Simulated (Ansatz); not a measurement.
Reading a saddle point

A first-order saddle point of BH3OF2, singlet, PBE0-D4/def2-TZVP, with one imaginary mode of 1426i cm⁻¹:

```xyz
7
angstrom
B -0.3787 -0.3296 -0.1469
H 0.2726 0.1203 -1.2794
F -0.4653 -1.6596 -0.1996
F -1.5083 0.3837 0.0168
H 0.8458 0.3891 -0.4341
O 0.7588 0.1587 0.7741
H 0.4753 0.9374 1.2692
```

Computed with Ansatz 0.2.0 (basis: def2-TZVPP and def2-QZVPP); correlated methods freeze the cores. Extrapolation: Hartree–Fock as exp(−7.88 √X), correlation as X^−2.97.

Task: Which contacts change along the imaginary mode, and what lies on either side? (Judge from chemistry; the calculation decides.)

Result: Computed: The step is BHF₂ ([F][BH][F]) + H₂O → BHOF₂ ([OH][B]([F])[F]) + H₂, with the molecules in contact on both sides. Shortening one way: B1–O6, H2–H5; lengthening the same way: B1–H2, H5–O6.
| pair | one side (Å) | saddle (Å) | other side (Å) |
| --- | --- | --- | --- |
| B1–O6 | 1.80 | 1.54 | 1.35 |
| H2–H5 | 2.96 | 1.06 | 0.75 |
| B1–H2 | 1.20 | 1.38 | 2.96 |
| H5–O6 | 0.97 | 1.23 | 3.19 |

Task: Which side is lower, and how far does the saddle lie above each? (To be estimated.)

Result: By the calculation: The side with B1–O6, H2–H5 short is lower by 79.3 kJ/mol; the saddle lies 206.1 kJ/mol above it and 126.8 kJ/mol above the other (CCSD(T) at an estimated basis limit (MP2 extrapolated from triple and quadruple zeta, plus CCSD(T) − MP2 in triple zeta); electronic energies).

T1 diagnostic: at most 0.013.

The step is the kind of ligand exchange by which a precursor binds to a hydroxyl group, or is hydrolysed, in atomic layer deposition of oxides.

Labels in which every atom is bracketed show which atoms are joined, not bond orders.

For scale, one of the runs: CCSD(T)/def2-TZVPP, 166 basis functions, launched by `ansatz run in.yaml --threads 2 --pin off --events-out ev --progress --plain --max-ram 4352MiB`. The run took 19 s on 2 CPU threads of an Intel Xeon 6975P-C (shared host), with 1.6 GiB of host memory at its peak.
